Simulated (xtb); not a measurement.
xtb input (GFN2-xTB):

```bash
xtb mol.xyz --gfn 2 --sp --chrg -1 --uhf 0
```
mol.xyz:
```
16

C     -0.95457859    -1.22133565     1.43113717
Si    -0.29547763    -0.18411678    -0.03825675
C     -0.70585749    -1.24065977    -1.58386578
Si    -0.99798713     2.06735678     0.06384056
Si     2.05064743    -0.40124607     0.15707837
H     -2.04850919    -1.23449456     1.40285424
H     -0.65671934    -0.77523271     2.38250399
H     -0.60200011    -2.25672135     1.40832392
H     -0.28045416    -0.78432819    -2.48026700
H     -0.33768249    -2.26957311    -1.50901659
H     -1.79124698    -1.27093519    -1.71679407
H     -0.48313959     2.35063174    -1.35369307
H     -2.40854708     1.65435895    -0.39500843
H      2.54663649    -1.81943927     0.11131302
H      2.81738360     0.28853837    -0.92588203
H      2.60633808     0.14125309     1.43476722
```

End of the output:

```
         :::::::::::::::::::::::::::::::::::::::::::::::::::::
         ::                     SUMMARY                     ::
         :::::::::::::::::::::::::::::::::::::::::::::::::::::
         :: total energy             -15.174422744562 Eh    ::
         :: gradient norm              0.051584782744 Eh/a0 ::
         :: HOMO-LUMO gap              2.487307963793 eV    ::
         ::.................................................::
         :: SCC energy               -15.335046913181 Eh    ::
         :: -> isotropic ES            0.100966454245 Eh    ::
         :: -> anisotropic ES          0.009006969184 Eh    ::
         :: -> anisotropic XC         -0.007009318075 Eh    ::
         :: -> dispersion             -0.015791738816 Eh    ::
         :: repulsion energy           0.160624168619 Eh    ::
         :: add. restraining           0.000000000000 Eh    ::
         :: total charge              -1.000000000000 e     ::
         :::::::::::::::::::::::::::::::::::::::::::::::::::::

           -------------------------------------------------
          |                Property Printout                |
           -------------------------------------------------

    * Orbital Energies and Occupations

         #    Occupation            Energy/Eh            Energy/eV
      -------------------------------------------------------------
         1        2.0000           -0.5738330             -15.6148
       ...           ...                  ...                  ...
         4        2.0000           -0.4212786             -11.4636
         5        2.0000           -0.3657563              -9.9527
         6        2.0000           -0.3236418              -8.8067
         7        2.0000           -0.3216801              -8.7534
         8        2.0000           -0.3164231              -8.6103
         9        2.0000           -0.3158207              -8.5939
        10        2.0000           -0.2770716              -7.5395
        11        2.0000           -0.2765000              -7.5239
        12        2.0000           -0.2320029              -6.3131
        13        2.0000           -0.2100655              -5.7162
        14        2.0000           -0.1996338              -5.4323
        15        2.0000           -0.1620151              -4.4087
        16        2.0000           -0.1191501              -3.2422 (HOMO)
        17                         -0.0277432              -0.7549 (LUMO)
        18                         -0.0270591              -0.7363
        19                         -0.0105169              -0.2862
        20                          0.0055070               0.1499
        21                          0.0172077               0.4682
        22                          0.0389369               1.0595
        23                          0.0483320               1.3152
        24                          0.0772193               2.1012
        25                          0.0863104               2.3486
        26                          0.1264446               3.4407
        27                          0.1423293               3.8730
       ...                                ...                  ...
        46                          0.9835674              26.7642
      -------------------------------------------------------------
                  HL-Gap            0.0914069 Eh            2.4873 eV
             Fermi-level           -0.0734467 Eh           -1.9986 eV

     #   Z          covCN         q      C6AA      α(0)
     1   6 C        3.644    -0.174    24.290     7.084
     2  14 Si       3.592     0.249   104.688    19.659
     3   6 C        3.644    -0.166    24.113     7.058
     4  14 Si       2.700     0.058   195.909    30.740
     5  14 Si       3.644     0.334   101.788    19.347
     6   1 H        0.924    -0.045     3.973     3.117
     7   1 H        0.924    -0.052     4.138     3.181
     8   1 H        0.924    -0.040     3.865     3.074
     9   1 H        0.924    -0.035     3.746     3.027
    10   1 H        0.924    -0.016     3.356     2.865
    11   1 H        0.924    -0.026     3.557     2.949
    12   1 H        0.889    -0.263    17.083     6.469
    13   1 H        0.886    -0.247    15.209     6.104
    14   1 H        0.905    -0.179     9.350     4.784
    15   1 H        0.908    -0.198    10.706     5.119
    16   1 H        0.908    -0.199    10.743     5.127

 Mol. C6AA /au·bohr⁶  :       5291.127378
 Mol. C8AA /au·bohr⁸  :     194287.845401
 Mol. α(0) /au        :        129.703637

Wiberg/Mayer (AO) data.
largest (>0.10) Wiberg bond orders for each atom

 ---------------------------------------------------------------------------
     #   Z sym  total        # sym  WBO       # sym  WBO       # sym  WBO
 ---------------------------------------------------------------------------
     1   6 C    3.925 --     7 H    1.011     6 H    1.011     8 H    1.003
                             2 Si   0.813
     2  14 Si   3.690 --     4 Si   1.052     5 Si   0.870     3 C    0.852
                             1 C    0.813
     3   6 C    3.945 --     9 H    1.006    11 H    1.002    10 H    0.988
                             2 Si   0.852
     4  14 Si   2.892 --     2 Si   1.052    12 H    0.868    13 H    0.859
     5  14 Si   3.643 --    14 H    0.885    15 H    0.883    16 H    0.883
                             2 Si   0.870
     6   1 H    0.998 --     1 C    1.011
     7   1 H    0.997 --     1 C    1.011
     8   1 H    0.998 --     1 C    1.003
     9   1 H    0.999 --     3 C    1.006
    10   1 H    1.000 --     3 C    0.988
    11   1 H    0.999 --     3 C    1.002
    12   1 H    0.930 --     4 Si   0.868
    13   1 H    0.938 --     4 Si   0.859
    14   1 H    0.967 --     5 Si   0.885
    15   1 H    0.960 --     5 Si   0.883
    16   1 H    0.960 --     5 Si   0.883
 ---------------------------------------------------------------------------

Topologies differ in total number of bonds
Writing topology from bond orders to xtbtopo.mol
Note: The following floating-point exceptions are signalling: IEEE_UNDERFLOW_FLAG IEEE_DENORMAL
normal termination of xtb

molecular dipole:
                 x           y           z       tot (Debye)
 q only:        0.450      -0.272       0.576
   full:        0.361      -1.842       0.038       4.772
molecular quadrupole (traceless):
                xx          xy          yy          xz          yz          zz
 q only:       -5.805       4.681       0.919      -2.107       6.081       4.887
  q+dip:       -4.191       8.768      -4.278      -0.801       3.193       8.470
   full:       -3.726       9.910      -5.893      -1.238       0.619       9.619

           -------------------------------------------------
          | TOTAL ENERGY              -15.174422744562 Eh   |
          | GRADIENT NORM               0.051584782744 Eh/α |
          | HOMO-LUMO GAP               2.487307963793 eV   |
           -------------------------------------------------

------------------------------------------------------------------------
------------------------------------------------------------------------
 total:
 SCF:
```

It need not be the lowest isomer of its formula. Whether it binds its extra electron was not tested at this geometry.
